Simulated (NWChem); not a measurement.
# SiBr2, singlet; SMILES Br[Si]Br

```xyz
3

Si     0.0000     0.0000     1.1859
Br     1.7557     0.0000    -0.2307
Br    -1.7557     0.0000    -0.2307
```
Atoms are numbered in this order, from 1.

Computed with NWChem. Geometry optimised at PBE0/def2-SVP; all other runs use it. Low-valent species are run as closed-shell singlets; no triplet was tried in these runs. This build's default masses of Se (78.918 u) and Br (79.917 u) are each other's, which moves their modes by up to 0.6 %.

```
quantity                                                               level  value
--------------------------------------------------  ------------------------  -----
vertical, lowest state with f > 0.02, singlet (eV)  CAM-B3LYP/def2-SVPD, TDA   3.53
isotropic polarisability (bohr³), static                 CAM-B3LYP/def2-SVPD   74.6
dipole in solution (D) in n-hexane                        PBE0/def2-SVP, SMD    [?]
vertical ionisation energy, ΔSCF (eV)                           PBE/def2-SVP    [?]
dipole (D)                                                     PBE0/def2-SVP   0.87
highest harmonic frequency (cm⁻¹)                              PBE0/def2-SVP    [?]
```

### Question
Complete the blanks.

### Answer

- dipole in solution (D) in n-hexane, value: 0.99
- vertical ionisation energy, ΔSCF (eV), value: 9.38
- highest harmonic frequency (cm⁻¹), value: 418
